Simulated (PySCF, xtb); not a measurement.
Hf(F)3(OH)(OH2) (F3H3HfO2), SMILES [Hf]([OH])([F])(<-[OH2])([F])[F], multiplicity 1.

GFN2-xTB (xtb) at its own geometry gives an orbital gap of 4.99 eV and a dipole moment of 3.29 D.

The structure is a stationary point at B3LYP-D3(BJ)/def2-SVP. The multiplicity is an assumed one; other spin states were not compared. The def2 effective core potentials stand for the cores of Hf; spin–orbit coupling is left out. Other conformers were not sampled.

Q: What does ωB97X/def2-TZVP run with PySCF give? (The exact figures need the calculation; the answer reports its results.)

A: gap 13.45 eV (levels -11.92 and 1.53 eV), dipole 2.64 D.
